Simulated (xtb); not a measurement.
germylsilane (GeH₆Si), SMILES [GeH3][SiH3]. All values are semi-empirical tight-binding results from xtb (GFN2-xTB unless named), good for trends rather than for accurate numbers. Coordinates come from a GFN2-xTB optimisation.

Optimised geometry:

Bonded distances (Å): Si1–Ge2 2.330, Si1–H3 1.463, Si1–H4 1.463, Si1–H5 1.463, Ge2–H6 1.501, Ge2–H7 1.501, Ge2–H8 1.501. Angles (°): Ge2–Si1–H3 110.4, Ge2–Si1–H4 110.4, Ge2–Si1–H5 110.4, H3–Si1–H4 108.5, H3–Si1–H5 108.5, H4–Si1–H5 108.5, Si1–Ge2–H6 115.5, Si1–Ge2–H7 115.5, Si1–Ge2–H8 115.5, H6–Ge2–H7 102.9, H6–Ge2–H8 102.9, H7–Ge2–H8 102.9.

For metal compounds this method's bond lengths and energies can be far off.

Computed properties:
The point group as xtb finds it comes out as C3. The orbital gap is 5.15 eV, the zero-point energy comes out as 28.4 kcal/mol and the G − E(el) at 298.15 K (modified RRHO) is 11.2 kcal/mol.

Computed atomic charges and the Wiberg bond orders between heavy atoms:
charges (e) Si1 0.43, Ge2 0.02, H3 -0.10, H4 -0.10, H5 -0.10, H6 -0.05, H7 -0.05, H8 -0.05. Bond orders Si1–Ge2 0.78.
